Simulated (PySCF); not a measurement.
Atomic charges against the basis set

Compound: C6H6FN.
Structure used (PBE0-D3(BJ)/def2-SVP), in Å, numbered top down from 1:
```xyz
14
C6H6FN angstrom
N      2.430   -0.053    0.109
C      1.055    0.087    0.038
C      0.445    1.341    0.217
C     -0.939    1.476    0.195
C     -1.734    0.356   -0.008
F     -3.066    0.485   -0.033
C     -1.161   -0.896   -0.187
C      0.224   -1.027   -0.163
H      2.971    0.781   -0.073
H      2.816   -0.874   -0.339
H      1.069    2.224    0.381
H     -1.412    2.451    0.333
H     -1.807   -1.762   -0.345
H      0.672   -2.015   -0.301
```

PBE0 throughout (PySCF), one geometry, spherical d and f functions. Geometry: PBE0-D3(BJ)/def2-SVP; no solvent, vibrations or thermal averaging. Atoms taken as equivalent share a column and are averaged. The first 7 of 9 kinds of atom are listed.

Mulliken charges (e):

```csv
basis,functions,N1,C2,C3/C8,C4/C7,C5,F6,H9/H10
STO-3G,46,-0.398,+0.075,-0.102,-0.110,+0.085,-0.077,+0.206
pcSseg-0,84,-0.744,+0.071,-0.186,-0.222,+0.251,-0.370,+0.325
6-31G,84,-0.804,+0.231,-0.162,-0.203,+0.292,-0.336,+0.321
6-31G*,124,-0.843,+0.303,-0.207,-0.258,+0.415,-0.333,+0.347
cc-pVDZ,142,-0.156,-0.015,+0.012,-0.019,+0.133,-0.176,+0.099
def2-SVP,142,-0.148,+0.042,-0.038,-0.094,+0.282,-0.218,+0.124
pcSseg-1,166,-0.421,+0.052,-0.067,-0.155,+0.317,-0.285,+0.183
aug-cc-pVDZ,238,-0.228,+0.561,+0.834,+0.481,+0.330,-0.616,-0.051
"6-311+G(2d,p)",252,-0.526,+0.377,-0.270,+0.061,-0.008,-0.332,+0.236
def2-TZVP,284,-0.457,+0.289,-0.244,-0.169,+0.250,-0.198,+0.237
cc-pVTZ,324,-0.276,+0.138,-0.146,-0.193,+0.254,-0.170,+0.145
```

IAO charges (e):

```tsv
basis	functions	N1	C2	C3/C8	C4/C7	C5	F6	H9/H10
STO-3G	46	-0.389	+0.049	-0.164	-0.176	+0.122	-0.090	+0.221
pcSseg-0	84	-0.472	+0.094	-0.190	-0.182	+0.228	-0.244	+0.258
6-31G	84	-0.510	+0.107	-0.191	-0.181	+0.237	-0.259	+0.269
6-31G*	124	-0.510	+0.117	-0.187	-0.180	+0.266	-0.266	+0.264
cc-pVDZ	142	-0.505	+0.119	-0.192	-0.183	+0.265	-0.266	+0.264
def2-SVP	142	-0.493	+0.115	-0.189	-0.180	+0.263	-0.266	+0.260
pcSseg-1	166	-0.509	+0.116	-0.192	-0.182	+0.264	-0.273	+0.265
aug-cc-pVDZ	238	-0.535	+0.120	-0.193	-0.183	+0.269	-0.280	+0.274
6-311+G(2d,p)	252	-0.536	+0.120	-0.193	-0.183	+0.269	-0.281	+0.275
def2-TZVP	284	-0.532	+0.121	-0.193	-0.184	+0.273	-0.280	+0.273
cc-pVTZ	324	-0.528	+0.121	-0.194	-0.184	+0.272	-0.278	+0.272
```

Hirshfeld charges (e):

| basis | functions | N1 | C2 | C3/C8 | C4/C7 | C5 | F6 | H9/H10 |
| --- | --- | --- | --- | --- | --- | --- | --- | --- |
| STO-3G | 46 | -0.178 | +0.053 | -0.055 | -0.055 | +0.052 | -0.036 | +0.113 |
| pcSseg-0 | 84 | -0.189 | +0.049 | -0.073 | -0.067 | +0.066 | -0.093 | +0.128 |
| 6-31G | 84 | -0.199 | +0.047 | -0.070 | -0.065 | +0.064 | -0.102 | +0.128 |
| 6-31G* | 124 | -0.198 | +0.043 | -0.070 | -0.066 | +0.065 | -0.091 | +0.127 |
| cc-pVDZ | 142 | -0.190 | +0.044 | -0.072 | -0.069 | +0.060 | -0.080 | +0.129 |
| def2-SVP | 142 | -0.193 | +0.047 | -0.073 | -0.069 | +0.066 | -0.088 | +0.130 |
| pcSseg-1 | 166 | -0.200 | +0.045 | -0.072 | -0.069 | +0.066 | -0.091 | +0.129 |
| aug-cc-pVDZ | 238 | -0.203 | +0.040 | -0.071 | -0.070 | +0.064 | -0.094 | +0.128 |
| 6-311+G(2d,p) | 252 | -0.201 | +0.036 | -0.070 | -0.069 | +0.062 | -0.097 | +0.129 |
| def2-TZVP | 284 | -0.203 | +0.040 | -0.071 | -0.069 | +0.064 | -0.094 | +0.130 |
| cc-pVTZ | 324 | -0.202 | +0.043 | -0.071 | -0.069 | +0.064 | -0.090 | +0.130 |

ESP-fitted charges (e):

| basis | functions | N1 | C2 | C3/C8 | C4/C7 | C5 | F6 | H9/H10 |
| --- | --- | --- | --- | --- | --- | --- | --- | --- |
| STO-3G | 46 | -0.816 | +0.431 | -0.246 | -0.207 | +0.242 | -0.103 | +0.338 |
| pcSseg-0 | 84 | -0.950 | +0.474 | -0.321 | -0.356 | +0.466 | -0.262 | +0.399 |
| 6-31G | 84 | -1.000 | +0.429 | -0.266 | -0.335 | +0.438 | -0.257 | +0.418 |
| 6-31G* | 124 | -0.836 | +0.315 | -0.232 | -0.305 | +0.343 | -0.184 | +0.366 |
| cc-pVDZ | 142 | -0.685 | +0.239 | -0.220 | -0.300 | +0.346 | -0.190 | +0.320 |
| def2-SVP | 142 | -0.716 | +0.263 | -0.223 | -0.307 | +0.375 | -0.210 | +0.328 |
| pcSseg-1 | 166 | -0.771 | +0.299 | -0.250 | -0.328 | +0.395 | -0.217 | +0.344 |
| aug-cc-pVDZ | 238 | -0.732 | +0.275 | -0.221 | -0.357 | +0.454 | -0.239 | +0.323 |
| 6-311+G(2d,p) | 252 | -0.751 | +0.263 | -0.215 | -0.368 | +0.455 | -0.238 | +0.333 |
| def2-TZVP | 284 | -0.743 | +0.266 | -0.218 | -0.346 | +0.426 | -0.226 | +0.332 |
| cc-pVTZ | 324 | -0.709 | +0.258 | -0.220 | -0.322 | +0.390 | -0.212 | +0.321 |

Some averages cover members that differ in this geometry, most widely: C3/C8, ESP-fitted in 6-31G -0.279 to -0.253 e.

**Question.** Which scheme is steadiest as the basis changes?

**Answer.** Largest range over the bases for any column: Hirshfeld 0.07 e, IAO 0.19 e, ESP-fitted 0.32 e, Mulliken 1.10 e. Hirshfeld charges move least and Mulliken charges most, counted in e. Without the minimal STO-3G basis the ranges are Hirshfeld 0.02, IAO 0.06, ESP-fitted 0.32, Mulliken 1.10 e.

**Question.** How much do the charges still move between the two largest bases, def2-TZVP and cc-pVTZ?

**Answer.** At most, over all atoms: Mulliken 0.181 e, IAO 0.003 e, Hirshfeld 0.004 e, ESP-fitted 0.036 e.

**Question.** What do the same runs give for the total energy, the frontier levels and the dipole moment?

**Answer.** 
```csv
basis,energy (Eh),HOMO (eV),LUMO (eV),μ (D)
STO-3G,-381.4481,-3.24,2.98,2.23
pcSseg-0,-385.5364,-5.89,-0.27,3.44
6-31G,-386.3139,-5.65,0.06,3.38
6-31G*,-386.3988,-5.57,0.09,2.95
cc-pVDZ,-386.4363,-5.68,-0.12,3.04
def2-SVP,-386.1307,-5.78,-0.21,3.12
pcSseg-1,-386.3674,-5.91,-0.37,3.11
aug-cc-pVDZ,-386.4620,-5.92,-0.46,2.97
"6-311+G(2d,p)",-386.5239,-5.93,-0.46,3.04
def2-TZVP,-386.5579,-5.88,-0.38,3.03
cc-pVTZ,-386.5451,-5.83,-0.32,3.00
```

The dipole is fixed by the density alone, so its range of 1.21 D shows that the density itself changes with the basis, not only its division among atoms.
